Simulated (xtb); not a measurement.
Cl5W (SMILES [Cl][W]([Cl])([Cl])([Cl])[Cl]), doublet, geometry from GFN2-xTB (such geometries of metal compounds can be far from the true shape) (the multiplicity is a formal guess); xtb 6.7.1 with GFN1-xTB.

Here is a job for xtb.
```
$ xtb mol.xyz --gfn 1 --uhf 1 --hess --json

# file mol.xyz
6

W     -0.00000000    -0.00000000    -0.00000000
Cl     1.86471109    -0.42629472    -1.13039827
Cl     0.91139822    -0.99847101     1.87998987
Cl    -0.91139822     0.99847101    -1.87998987
Cl    -1.65420871    -1.48326246     0.01417471
Cl    -0.21050239     1.90955718     1.11622355
```

What the program printed (banner, timings and long lists left out):

```
   ID    Z sym.   atoms
    1   74 W      1
    2   17 Cl     2-6

           -------------------------------------------------
          |                Calculation Setup                |
           -------------------------------------------------

           -------------------------------------------------
          |                 G F N 1 - x T B                 |
           -------------------------------------------------

          ...................................................
          :                      SETUP                      :
          :.................................................:
          :  # basis functions                  60          :
          :  # atomic orbitals                  54          :
          :  # shells                           18          :
          :  # electrons                        41          :
          :  # halogen bonds                     0          :
          :  max. iterations                   250          :
          :  Hamiltonian                  GFN1-xTB          :
          :  restarted?                      false          :
          :  GBSA solvation                  false          :
          :  PC potential                    false          :
          :  electronic temp.          300.0000000     K    :
          :  accuracy                    1.0000000          :
          :  -> integral cutoff          0.2500000E+02      :
          :  -> integral neglect         0.1000000E-07      :
          :  -> SCF convergence          0.1000000E-05 Eh   :
          :  -> wf. convergence          0.2000000E-04 e    :
          :  Broyden damping             0.4000000          :
          :  net charge                          0          :
          :  unpaired electrons                  1          :
          ...................................................

 iter      E             dE          RMSdq      gap      omega  full diag
   1    -23.7656717 -0.237657E+02  0.762E+00    0.00       0.0  T
   2    -23.7751629 -0.949117E-02  0.434E+00    0.00       1.0  T
   3    -23.7756553 -0.492475E-03  0.118E+00    0.00       1.0  T
   4    -23.7757626 -0.107225E-03  0.529E-02    0.00       1.0  T
   5    -23.7757655 -0.296087E-05  0.214E-02    0.00       1.9  T
   6    -23.7757656 -0.984547E-07  0.540E-03    0.00       7.6  T
   7    -23.7757656 -0.180851E-08  0.331E-04    0.00     123.5  T
   8    -23.7757656 -0.372218E-10  0.235E-06    0.00   17361.6  T
   9    -23.7757656  0.248690E-13  0.172E-07    0.00  100000.0  T

   *** convergence criteria satisfied after 9 iterations ***

         :::::::::::::::::::::::::::::::::::::::::::::::::::::
         ::                     SUMMARY                     ::
         :::::::::::::::::::::::::::::::::::::::::::::::::::::
         :: total energy             -23.734305533826 Eh    ::
         :: gradient norm              0.009803961438 Eh/a0 ::
         :: HOMO-LUMO gap              0.000000006243 eV    ::
         ::.................................................::
         :: SCC energy               -23.775765625599 Eh    ::
         :: -> electrostatic           0.054197514895 Eh    ::
         :: repulsion energy           0.046518661983 Eh    ::
         :: dispersion energy         -0.005058570210 Eh    ::
         :: halogen bond corr.         0.000000000000 Eh    ::
         :: add. restraining           0.000000000000 Eh    ::
         :: total charge              -0.000000000000 e     ::
         :::::::::::::::::::::::::::::::::::::::::::::::::::::

           -------------------------------------------------
          |                Numerical Hessian                |
           -------------------------------------------------
step length          :   0.00500
SCC accuracy         :   0.30000
Hessian scale factor :   1.00000
frozen atoms in %    :   0.00000    0
RMS gradient         :   0.00980 !! INCOMPLETELY OPTIMIZED GEOMETRY !!
estimated CPU  time      0.02 min

writing file <hessian>.

[...]
           -------------------------------------------------

d3h symmetry found (for desy threshold:  0.10E+00) used in thermo

          ...................................................
          :                      SETUP                      :
          :.................................................:
          :  # frequencies                          10      :
          :  # imaginary freq.                       2      :
          :  linear?                             false      :
          :  only rotor calc.                    false      :
          :  symmetry                              d3h      :
          :  rotational number                       6      :
          :  scaling factor                  1.0000000      :
          :  rotor cutoff                   50.0000000 cm⁻¹ :
          :  imag. cutoff                  -20.0000000 cm⁻¹ :
          :.................................................:

    mode    ω/cm⁻¹     T·S(HO)/kcal·mol⁻¹    T·S(FR)/kcal·mol⁻¹   T·S(vib)
   ------------------------------------------------------------------------
       1     81.50    -1.14917 ( 87.59%)    -0.91170 ( 12.41%)    -1.11971
       2     81.50    -1.14916 ( 87.59%)    -0.91169 ( 12.41%)    -1.11970
       3    146.17    -0.81142 ( 98.65%)    -0.73871 (  1.35%)    -0.81044
       4    156.90    -0.77124 ( 98.98%)    -0.71771 (  1.02%)    -0.77070
       5    156.90    -0.77124 ( 98.98%)    -0.71771 (  1.02%)    -0.77070
       6    237.86    -0.54228 ( 99.81%)    -0.59448 (  0.19%)    -0.54238
       7    237.86    -0.54228 ( 99.81%)    -0.59448 (  0.19%)    -0.54238
   ------------------------------------------------------------------------

   temp. (K)  partition function   enthalpy   heat capacity  entropy
                                   cal/mol     cal/K/mol   cal/K/mol   J/K/mol
 298.15  VIB   258.                 3464.509     17.574     22.452
         ROT  0.188E+06              888.752      2.981     27.109
         INT  0.484E+08             4353.262     20.555     49.562
         TR   0.664E+28             1481.254      4.968     43.526
         TOT                        5834.5157    25.5235    93.0874   389.4776

       T/K    H(0)-H(T)+PV         H(T)/Eh          T*S/Eh         G(T)/Eh
   ------------------------------------------------------------------------
    298.15    0.929789E-02    0.142565E-01    0.442288E-01   -0.299724E-01
   ------------------------------------------------------------------------

         :::::::::::::::::::::::::::::::::::::::::::::::::::::
         ::                  THERMODYNAMIC                  ::
         :::::::::::::::::::::::::::::::::::::::::::::::::::::
         :: total free energy         -23.764277893824 Eh   ::
         ::.................................................::
         :: total energy              -23.734305533826 Eh   ::
         :: zero point energy           0.004958569356 Eh   ::
         :: G(RRHO) w/o ZPVE           -0.034930929355 Eh   ::
         :: G(RRHO) contrib.           -0.029972359999 Eh   ::
         :::::::::::::::::::::::::::::::::::::::::::::::::::::
imag cut-off (cm-1) :    5.00
 found            2  significant imaginary frequencies
 writing imag mode distorted coords to xtbhess.xyz
 for further optimization.

           -------------------------------------------------
          | TOTAL ENERGY              -23.734305533826 Eh   |
          | TOTAL ENTHALPY            -23.720049071852 Eh   |
          | TOTAL FREE ENERGY         -23.764277893824 Eh   |
          | GRADIENT NORM               0.009803960971 Eh/α |
          | HOMO-LUMO GAP               0.000000006243 eV   |
           -------------------------------------------------
########################################################################
[WARNING] Runtime exception occurred
-1- hessian_numhess: Hessian on incompletely optimized geometry!
########################################################################

normal termination of xtb
```
